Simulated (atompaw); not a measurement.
Ranking PAW (atompaw) potentials for magnesium

All share these settings but for the change named:

atompaw 4.2.0.5 input, output lines left out:

```
Mg 12
GGA-PBESOL scalarrelativistic loggrid 1500 logderivrange -5 5 251
3 3 0 0 0 0
3 0 1.75
3 1 0.25
0 0 0
c
c
v
v
v
2
2.80 2.50 2.00 1.80
y
1.95
n
n
y
0.4
n
bloechl sinc
3 -0.5 vpsmatchnc
```

Cutoff: the first of the cutoffs (Ry, on a coarse ladder) from which the occupation-weighted sum of valence levels, in a spherical-Bessel basis at the reference potential, stays within 10 and 1 mRy of its value at 400 Ry; the density cutoff is not measured.

The base gives 35 Ry.

Of 11 variants that were run, those that failed, showed a ghost or another fault, or gave nearly equal values are left out.

A variant can come out equal or close to the base.

Task: Rank these variants from softest to hardest (loose cutoff).
A. core [He], valence charge 10; reference 2s2 2p6 3s1.5 3p0.5; waves now 2s (bound); 3s (bound); 2p (bound); 3p (bound); 3d channel at 0.4 Ry; local potential vpsmatchnc scheme with l = 3 at -0.5 Ry, radius 1.20 bohr; core correction smooth core density matched at 1.15 bohr; augmentation sinc compensation charge, radius 1.15 bohr; PAW radius 1.45 bohr; waves and projectors: bloechl
B. all radii scaled by about 1.09 (s 3.06, p 0.88, d 3.06 bohr); local potential vpsmatchnc scheme with l = 3 at -0.5 Ry, radius 2.18 bohr; augmentation sinc compensation charge, radius 2.72 bohr; PAW radius 3.06 bohr; waves and projectors: bloechl; core correction smooth core density matched at 1.96 bohr
C. local potential vpsmatchnc scheme with l = 3 at -0.5 Ry, radius 2.12 bohr

Result: B (30 Ry), C (35 Ry), A (110 Ry).
